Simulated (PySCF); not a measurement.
Species: C₄H₈F₂O₂.
Cartesian coordinates in Å at the PBE0-D3(BJ)/def2-SVP level; atoms count from 1:
```
atom  x, y, z in Å
C1    -2.663    0.357    0.365
O2    -1.854   -0.766    0.147
C3    -0.657   -0.528   -0.518
C4     0.459   -0.090    0.404
F5     0.180    1.144    0.951
O6     1.617   -0.003   -0.344
C7     2.785    0.042    0.387
F8     3.086   -1.190    0.889
H9    -3.616   -0.004    0.775
H10   -2.870    0.894   -0.581
H11   -2.215    1.073    1.075
H12   -0.335   -1.469   -0.988
H13   -0.759    0.234   -1.317
H14    0.574   -0.790    1.251
H15    3.583    0.353   -0.303
H16    2.699    0.745    1.235
```

Level: CAM-B3LYP/def2-SVPD in PySCF, non-relativistic, on one gas-phase PBE0-D3(BJ)/def2-SVP geometry that isn't relaxed in the solvent. The solvent is an IEF-PCM continuum (cavity from Bondi-type radii × 1.2), and excitations are vertical TDDFT with non-equilibrium linear response and a frozen core. Only the electrostatic response of the medium enters.

Gas-phase singlets (H = HOMO, L = LUMO):

```json
{"state": "S1", "E (eV)": "7.549", "λ (nm)": "164", "f": "0.008", "leading configuration": "H→L 47%"}
{"state": "S2", "E (eV)": "8.291", "λ (nm)": "150", "f": "0.061", "leading configuration": "H→L+2 32%"}
{"state": "S3", "E (eV)": "8.339", "λ (nm)": "149", "f": "0.009", "leading configuration": "H→L+3 35%"}
{"state": "S4", "E (eV)": "8.617", "λ (nm)": "144", "f": "0.023", "leading configuration": "H→L+2 32%"}
{"state": "S5", "E (eV)": "8.914", "λ (nm)": "139", "f": "0.003", "leading configuration": "H→L+4 24%"}
```

Problem. Give the list for dichloromethane (ε = 8.93), n² = 2.03.

Solution. 
| state | E (eV) | λ (nm) | f | leading configuration | change by rank (eV) |
| --- | --- | --- | --- | --- | --- |
| S1 | 7.531 | 165 | 0.006 | H→L 55% | -0.018 |
| S2 | 8.354 | 148 | 0.058 | H→L+3 34% | +0.063 |
| S3 | 8.409 | 147 | 0.040 | H→L+1 24% | +0.070 |
| S4 | 8.646 | 143 | 0.028 | H→L+3 30% | +0.029 |
| S5 | 8.973 | 138 | 0.002 | H→L+4 31% | +0.059 |

Problem. How do the frontier levels move from gas to dichloromethane?

Solution. 
```csv
orbital,gas (eV),solvent (eV),change (eV)
LUMO+2,1.99,2.11,+0.12
LUMO+1,1.66,1.82,+0.16
LUMO,1.32,1.43,+0.11
HOMO,-9.25,-9.19,+0.06
HOMO-1,-10.75,-10.70,+0.05
HOMO-2,-11.07,-10.94,+0.13
HOMO-3,-11.20,-11.12,+0.08
```

The HOMO–LUMO gap goes from 10.56 to 10.62 eV.

On one thread, Arm Neoverse V1 (aarch64), shared host with 32 logical CPUs at a one-minute load of 11, this took 49 s and 1.2 GiB of memory at its peak. This is the whole response run at CAM-B3LYP/def2-SVPD in dichloromethane, SCF included.
